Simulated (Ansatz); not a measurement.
## Ligand exchange: Sn(CH3)2Cl2 + C2H3ClF2 → Sn(CH3)Cl3 + C3H6F2

Species: Sn(CH3)2Cl2 (dimethyltin dichloride), singlet; C2H3ClF2 `FCC(F)Cl`, singlet; Sn(CH3)Cl3 (methyltin trichloride), singlet; C3H6F2 `CC(F)CF`, singlet. The partners trade CH3 for Cl: Sn–CH3 and C–Cl bonds give way to Sn–Cl and C–CH3.

Shapes, held fixed at every level: PBE0-D4/def2-TZVP. Flexible molecules stand in one conformer, not always the lowest. Programs: Ansatz 0.2.0. The zero-point and thermal change to 298 K, harmonic and unscaled (PBE0-D4/def2-TZVP), is +4.8 kJ/mol.

```csv
level,kind,ΔH(298 K) (kJ/mol),less CCSD(T)/def2-TZVPP
HF/def2-TZVPP,Hartree–Fock,-134.4,-22.8
PBE-D4/def2-TZVPP,GGA,-109.1,+2.5
PBE0-D4/def2-TZVPP,global hybrid,-115.2,-3.6
r2SCAN0-D4/def2-TZVPP,global hybrid,-119.4,-7.8
wB97M-V/def2-TZVPP,range-separated hybrid,-115.6,-4.0
B2PLYP/def2-TZVPP,double hybrid,-116.7,-5.1
MP2/def2-TZVPP,perturbation theory,-111.1,+0.5
CCSD(T)/def2-TZVPP,coupled cluster or CI,-111.6,0.0
```

The highest level, CCSD(T)/def2-TZVPP, gives ΔH(298 K) = -111.6 kJ/mol; the levels span -134.4 to -109.1. The column of differences is taken from that level and isn't an error. No measured value is set beside it here. For atoms past krypton def2 sets carry core potentials with scalar relativity. Correlated rows may include outer-core shells of Sn, which these sets cover unevenly.
